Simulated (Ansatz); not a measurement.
Start from `CC[Si]N` and change one atom or group to get `CC[Si]O`.

Ansatz, PBE0-D4/def2-TZVP geometries, multiplicity 1. Each molecule was computed in one conformer, which needn't be the lowest.

```json
{"property": "HOMO–LUMO gap (PBE/def2-TZVPP) / eV", "`CC[Si]N`": "3.06"}
{"property": "ideal-gas entropy at 298 K and 1 bar (rigid rotor, harmonic PBE0-D4/def2-TZVP) / J/(mol·K)", "`CC[Si]N`": "317"}
{"property": "HOMO energy (PBE/def2-TZVPP) / eV", "`CC[Si]N`": "-4.87"}
{"property": "HOMO energy (PBE0/def2-TZVPP) / eV", "`CC[Si]N`": "-5.92"}
{"property": "LUMO energy (B3LYP/def2-TZVPP) / eV", "`CC[Si]N`": "-1.17"}
{"property": "size of the dipole moment (ωB97M-V/def2-TZVPP) / D", "`CC[Si]N`": "1.82"}
```

(1) Give the same properties after the change, and the shifts. (An estimate is asked.)

Results:

(1) The calculation gave: 
```tsv
property	`CC[Si]O`	shift
HOMO–LUMO gap (PBE/def2-TZVPP) / eV	2.81	-0.25
ideal-gas entropy at 298 K and 1 bar (rigid rotor, harmonic PBE0-D4/def2-TZVP) / J/(mol·K)	316	-1
HOMO energy (PBE/def2-TZVPP) / eV	-5.13	-0.26
HOMO energy (PBE0/def2-TZVPP) / eV	-6.20	-0.28
LUMO energy (B3LYP/def2-TZVPP) / eV	-1.67	-0.50
size of the dipole moment (ωB97M-V/def2-TZVPP) / D	2.37	0.55
```

With PBE0 the HOMO falls by 0.28 eV and the LUMO falls by 0.49 eV, so the gap narrows by about 0.21 eV. PBE moves the HOMO by -0.26 eV and ωB97M-V by -0.28 eV. The zero-point energy changes by -33.9 kJ/mol with -3 modes. Dipoles are sizes alone; their direction can turn.

B3LYP here is the variant with VWN-RPA as its local correlation; programs differ in this.
